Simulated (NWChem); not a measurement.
System: C2H6N anion

Here is an NWChem input.

```
start job
memory heap 200 mb stack 900 mb global 1100 mb
charge -1
geometry units angstroms noautoz
  C      1.152322     0.000000     0.155160
  N      0.000000     0.000000    -0.649044
  C     -1.152322     0.000000     0.155160
  H      1.246465    -0.892179     0.867004
  H      1.246465     0.892179     0.867004
  H      2.081738     0.000000    -0.450410
  H     -1.246465    -0.892179     0.867004
  H     -2.081738     0.000000    -0.450410
  H     -1.246465     0.892179     0.867004
end
basis spherical
  C library 6-31+g*
  N library 6-31+g*
  H library 6-31+g*
end
dft
  xc xpbe96 cpbe96
  iterations 150
  mulliken
end
task dft energy
```

Output (shortened):

```
             Northwest Computational Chemistry Package (NWChem) 7.3.0
             --------------------------------------------------------

 C2V symmetry detected

                             Geometry "geometry" -> ""
                             -------------------------

 Output coordinates in angstroms (scale by  1.889725989 to convert to a.u.)

  No.       Tag          Charge          X              Y              Z
 ---- ---------------- ---------- -------------- -------------- --------------
    1 C                    6.0000     1.15232200     0.00000000     0.15972768
    2 N                    7.0000     0.00000000     0.00000000    -0.64447632
    3 C                    6.0000    -1.15232200     0.00000000     0.15972768
    4 H                    1.0000     1.24646500    -0.89217900     0.87157168
    5 H                    1.0000     1.24646500     0.89217900     0.87157168
    6 H                    1.0000     2.08173800     0.00000000    -0.44584232
    7 H                    1.0000    -1.24646500    -0.89217900     0.87157168
    8 H                    1.0000    -2.08173800     0.00000000    -0.44584232
    9 H                    1.0000    -1.24646500     0.89217900     0.87157168

 Effective nuclear repulsion energy (a.u.)      77.0811806811

      Symmetry information
      --------------------

 Group name             C2v
 Group number             16
 Group order               4
 No. of unique centers     4

  pbe96 is a nonlocal functional; adding pw91lda local functional.

                                 NWChem DFT Module
                                 -----------------

 Summary of "ao basis" -> "ao basis" (spherical)
 ------------------------------------------------------------------------------
       Tag                 Description            Shells   Functions and Types
 ---------------- ------------------------------  ------  ---------------------
 C                          6-31+g*                  8       18   4s3p1d
 N                          6-31+g*                  8       18   4s3p1d
 H                          6-31+g*                  2        2   2s

      Symmetry analysis of basis
      --------------------------

        a1         26
        a2          8
        b1         21
        b2         11

            General Information
            -------------------
          SCF calculation type: DFT
          Wavefunction type:  closed shell.
          No. of atoms     :     9
          No. of electrons :    26
           Alpha electrons :    13
            Beta electrons :    13
          Charge           :    -1
          Spin multiplicity:     1
          Use of symmetry is: on ; symmetry adaption is: on
          Maximum number of iterations: 150
          AO basis - number of functions:    66
                     number of shells:    36
          Convergence on energy requested:  1.00D-06
          Convergence on density requested:  1.00D-05
          Convergence on gradient requested:  5.00D-04

              XC Information
              --------------
          PerdewBurkeErnzerhof Exchange Functional  1.000
            Perdew 1991 LDA Correlation Functional  1.000 local
           PerdewBurkeErnz. Correlation Functional  1.000 non-local

             Grid Information
             ----------------
          Grid used for XC integration:  medium
          Radial quadrature: Mura-Knowles
          Angular quadrature: Lebedev.
          Tag              B.-S. Rad. Rad. Pts. Rad. Cut. Ang. Pts.
          ---              ---------- --------- --------- ---------
          C                   0.70       49          11.0       434
          N                   0.65       49          10.0       434
          H                   0.35       45          11.0       434
          Grid pruning is: on
          Number of quadrature shells:   188
          Spatial weights used:  Erf1

      Superposition of Atomic Density Guess
      -------------------------------------

 Sum of atomic energies:        -132.61202058

 Renormalizing density from      25.00 to     26

      Non-variational initial energy
      ------------------------------

 Total energy =    -137.794333
 1-e energy   =    -342.983336
 2-e energy   =     128.107822
 HOMO         =       0.131931
 LUMO         =       0.234514

      Symmetry analysis of molecular orbitals - initial
      -------------------------------------------------

  Numbering of irreducible representations:

     1 a1          2 a2          3 b1          4 b2

  Orbital symmetries:

     1 a1          2 a1          3 b1          4 a1          5 b1
     6 a1          7 a1          8 b2          9 b1         10 a2
    11 b1         12 a1         13 b2         14 a1         15 b1
    16 a1         17 b2         18 b1         19 a1         20 a2
    21 b1         22 a1         23 b2

     ---------------------------------------------
      Total Density - Mulliken Population Analysis
     ---------------------------------------------

    Atom       Charge   Shell Charges
 -----------   ------   -------------------------------------------------------
    1 C    6     6.43   2.00  0.64  1.61  0.66  1.11  0.13  0.24  0.05
    2 N    7     7.55   2.00  0.77  2.22  0.91  1.57 -0.11  0.17  0.02
    3 C    6     6.43   2.00  0.64  1.61  0.66  1.11  0.13  0.24  0.05
    4 H    1     0.94   0.49  0.45
    5 H    1     0.94   0.49  0.45
    6 H    1     0.92   0.50  0.42
    7 H    1     0.94   0.49  0.45
    8 H    1     0.92   0.50  0.42
    9 H    1     0.94   0.49  0.45

   convergence    iter        energy       DeltaE   RMS-Dens  Diis-err
 ---------------- ----- ----------------- --------- --------- ---------
 d= 0,ls=0.0,diis     1   -134.2103943442 -2.11D+02  2.63D-02  9.85D-01
 d= 0,ls=0.0,diis     2   -134.0615268591  1.49D-01  3.08D-02  2.08D+00
 d= 0,ls=0.0,diis     3   -134.3163697863 -2.55D-01  1.70D-02  1.79D-01
 d= 0,ls=0.0,diis     4   -134.3321025044 -1.57D-02  4.45D-03  9.11D-02
 d= 0,ls=0.0,diis     5   -134.3423876406 -1.03D-02  1.05D-03  7.35D-04
  Resetting Diis
 d= 0,ls=0.0,diis     6   -134.3425302913 -1.43D-04  1.23D-04  3.25D-05
 d= 0,ls=0.0,diis     7   -134.3425351322 -4.84D-06  1.21D-04  1.72D-06
 d= 0,ls=0.0,diis     8   -134.3425336976  1.43D-06  8.78D-05  1.25D-05
 d= 0,ls=0.0,diis     9   -134.3425353785 -1.68D-06  7.03D-06  1.39D-07
 d= 0,ls=0.0,diis    10   -134.3425353941 -1.56D-08  1.41D-06  1.74D-08

         Total DFT energy =     -134.342535394111
      One electron energy =     -338.502990540170
           Coulomb energy =      147.017443200858
    Exchange-Corr. energy =      -19.938168735935
 Nuclear repulsion energy =       77.081180681135

 Numeric. integr. density =       26.000021128061

                  Occupations of the irreducible representations
                  ----------------------------------------------

                     irrep           alpha         beta
                     --------     --------     --------
                     a1                6.0          6.0
                     a2                1.0          1.0
                     b1                4.0          4.0
                     b2                2.0          2.0

                       DFT Final Molecular Orbital Analysis
                       ------------------------------------

 Vector   11  Occ=2.000000D+00  E=-1.017043D-01  Symmetry=b1
              MO Center= -1.2D-15, -8.7D-15, -1.2D-01, r^2= 3.3D+00
   Bfn.  Coefficient  Atom+Function         Bfn.  Coefficient  Atom+Function
  ----- ------------  ---------------      ----- ------------  ---------------
     3      0.308592  1 C  px                39      0.308592  3 C  px
    21     -0.248717  2 N  px                60      0.212559  6 H  s
    64     -0.212559  8 H  s                 59      0.207579  6 H  s
    63     -0.207579  8 H  s                  7      0.148812  1 C  px
    43      0.148812  3 C  px                 6     -0.097437  1 C  s

 Vector   12  Occ=2.000000D+00  E= 2.514215D-02  Symmetry=a1
              MO Center=  6.8D-16, -3.3D-16, -5.8D-01, r^2= 2.3D+00
   Bfn.  Coefficient  Atom+Function         Bfn.  Coefficient  Atom+Function
  ----- ------------  ---------------      ----- ------------  ---------------
    23      0.467777  2 N  pz                24     -0.383136  2 N  s
    27      0.262466  2 N  pz                31      0.229581  2 N  pz
    20     -0.161578  2 N  s                 60      0.157803  6 H  s
    64      0.157803  8 H  s                 10     -0.156810  1 C  s
    46     -0.156810  3 C  s                  5     -0.131606  1 C  pz

 Vector   13  Occ=2.000000D+00  E= 8.768893D-02  Symmetry=b2
              MO Center= -2.2D-16, -1.9D-15, -1.8D-01, r^2= 2.7D+00
   Bfn.  Coefficient  Atom+Function         Bfn.  Coefficient  Atom+Function
  ----- ------------  ---------------      ----- ------------  ---------------
    22      0.531832  2 N  py                30      0.432604  2 N  py
    26      0.350768  2 N  py                56      0.247294  4 H  s
    58     -0.247294  5 H  s                 62      0.247294  7 H  s
    66     -0.247294  9 H  s                 12     -0.219971  1 C  py
    48     -0.219971  3 C  py                55      0.111439  4 H  s

 Vector   14  Occ=0.000000D+00  E= 1.480405D-01  Symmetry=a1
              MO Center=  2.9D-13, -1.6D-14,  8.3D-01, r^2= 1.2D+01
   Bfn.  Coefficient  Atom+Function         Bfn.  Coefficient  Atom+Function
  ----- ------------  ---------------      ----- ------------  ---------------
    28     -1.434949  2 N  s                 10      1.327152  1 C  s
    46      1.327152  3 C  s                 31     -0.372282  2 N  pz
    11      0.235363  1 C  px                47     -0.235363  3 C  px
     7     -0.175298  1 C  px                43      0.175298  3 C  px
    23      0.127318  2 N  pz                13      0.114382  1 C  pz

[...]
```

Level: PBE/6-31+G* (spherical d). All runs use the structure optimised with B3LYP/def2-SVPD. The highest occupied level is positive, so the extra electron may be held by the finite basis.
